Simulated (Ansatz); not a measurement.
Consider the redistribution: `C[SiH](O)[SnH3]` + `F[SiH2][GaH2]` → `C[SiH](O)[GaH2]` + `F[SiH2][SnH3]`.

Computed with Ansatz on PBE0-D4/def2-TZVP structures; ΔE is electronic, products minus reactants. CCSD(T)/CBS adds triple-zeta CCSD(T) − MP2 to the extrapolated MP2 energy (def2 sets, frozen cores). DFT in def2-TZVPP. B3LYP here is the variant with VWN-RPA as its local correlation; programs differ in this. Elements past krypton have def2 core potentials. For Ga, Sn outer-core shells are correlated without core-valence functions, which leaves a few kJ/mol of doubt a bond. Scalar relativity is left out up to krypton. Each species was taken in one conformer, which may not be the lowest.

| level | ΔE (kJ/mol) |
| --- | --- |
| B2PLYP | 5.6 |
| PBE0 | 6.4 |
| B3LYP | 5.7 |
| HF/def2-TZVPP | 2.3 |
| SCS-MP2/def2-TZVPP | 4.9 |
| HF/def2-QZVPP | 2.9 |
| SCS-MP2/def2-QZVPP | 5.8 |
| HF/CBS(def2) | 3.0 |

Q: What does CCSD(T)/CBS give? (Estimate.)

A: Ansatz gave: +6.7 kJ/mol. The listed levels differ from it by -1.1, -0.3, -1.0, -4.4, -1.8, -3.8, -0.9, -3.7 kJ/mol.

Largest T1 diagnostic among the species: 0.013.

In def2-TZVPP, CCSD(T) changes the Hartree–Fock value by +3.1 kJ/mol (the triples alone add +0.6 kJ/mol) and MP2 by +3.5 kJ/mol.
